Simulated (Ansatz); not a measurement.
Ideal-gas functions of Cl₂H₃N₂V (`[NH]=[V]([NH2])([Cl])[Cl]`) at 600 K and 1 bar, from an Ansatz frequency run at PBE0-D4/def2-TZVP.

Molar mass 152.89 g/mol, point group Cs (symmetry number 1), electronic degeneracy 1, moments of inertia 187.752, 288.06, 353.393 u Å². Harmonic wavenumbers (cm⁻¹, unscaled): 128, 169, 179, 203, 266, 421, 428, 445, 478, 515, 543, 662, 799, 1106, 1529, 3550, 3608, 3686.

Use S(trans) = R[1.5 ln M + 2.5 ln T − 1.1517]; rotational temperatures θ = 24.2544 K / I; S(rot) = R[ln(√π/σ · √(T³/θAθBθC)) + 1.5]; for each mode x = 1.438777 ν̃/T, S = R[x/(eˣ − 1) − ln(1 − e⁻ˣ)] and H = RT x/(eˣ − 1); 1 cm⁻¹ = 0.0119627 kJ/mol; R = 8.31446 J/(mol·K).

**Question.** By hand: the entropy, in J/(mol·K).

**Answer.** Translation 186.1. Rotation: θ = 0.1292, 0.0842, 0.0686 K, giving 126.9. Vibration, mode by mode: 18.17, 15.88, 15.41, 14.38, 12.19, 8.58, 8.45, 8.16, 7.62, 7.07, 6.68, 5.29, 4.07, 2.28, 1.02, 0.02, 0.01, 0.01, in all 135.3. Electronic 0.0. Sum 448.3 J/(mol·K).

**Question.** By hand: H − E and G − E in kJ/mol, counted from the electronic energy.

**Answer.** Zero-point energy ½ × 18715 × 0.0119627 = 111.9; thermal vibration 41.1; translation, rotation and pV give 4 RT = 20.0. H − E = 173.0 kJ/mol, and G − E = 173.0 − 600 × 448.3/1000 = -96.0 kJ/mol.

Vibration gives 30 % of the entropy, 18.2 J/(mol·K) of it from the mode under 150 cm⁻¹: soft modes count most, and the harmonic formula is weakest for them. The sum counts one conformer and one mirror image; others add a mixing term.
